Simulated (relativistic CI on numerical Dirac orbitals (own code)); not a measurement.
Radial Dirac CI calculation of Ag XI: levels, rates and radial parameters.

Command:

```sh
python run_levels.py task.json out
```

Input:

```
atom Ag  Z=47  charge=10  electrons=37
nucleus A=107  rms_radius_fm=4.5454
hamiltonian dirac-coulomb  breit=on  qed=on  c_scale=1
orbitals kli  potential=per-configuration
slater_scale 1
correlation none
mixing on
configurations
  [Kr] 4d
  [Ar] 3d10 4s2 4p5 4d2
  [Kr] 4f
  [Kr] 5s
  [Ar] 3d10 4s2 4p4 4d3
  [Ar] 3d10 4s 4p6 4d2
  [Kr] 5p
  [Ar] 3d10 4s2 4p5 4d 4f
  [Kr] 5d
  [Ar] 3d10 4p6 4d3
  [Ar] 3d10 4s 4p6 4d 4f
  [Kr] 6s
  [Ar] 3d10 4s2 4p4 4d 4f2
  [Ar] 3d10 4s2 4p5 4d 5s
  [Kr] 5f
  [Kr] 6p
  [Kr] 5g
  [Ar] 3d10 4s2 4p5 5s2
  [Ar] 3d10 4s 4p5 4d3
  [Kr] 6d
  [Ar] 3d10 4s2 4p5 4d 5p
  [Ar] 3d10 4s2 4p4 4d2 5s
  [Ar] 3d10 4s2 4p5 4f 5s
  [Ar] 3d10 4s2 4p5 5s 5p
  [Kr] 7s
  [Kr] 6f
  [Ar] 3d10 4s2 4p4 4d2 4f
  [Kr] 7p
  [Ar] 3d10 4s2 4p5 4f2
  [Ar] 3d10 4s2 4p4 4d2 5p
  [Ar] 3d10 4s2 4p5 4f 5p
  [Ar] 3d10 4s2 4p5 5p2
  [Ar] 3d10 4p6 4d 4f2
  [Ar] 3d10 4s2 4p5 4d 5d
  [Kr] 8s
  [Ar] 3d10 4s 4p6 5s2
  [Ar] 3d10 4s 4p6 4d 5s
  [Ar] 3d10 4s 4p5 4d2 5s
  [Ar] 3d10 4s 4p6 4f 5s
  [Ar] 3d10 4s 4p6 5s 5p
end
```

Hardware: one thread of Neoverse-V1, on a shared host. Rates were computed among at most 500 levels.

Problem. How large is the problem, and how long does it take?

Solution. 4897 determinants at the lowest M give 4897 levels; 340 SCF iterations in all; about 6.9 s of CPU and 0.25 GiB at the peak.
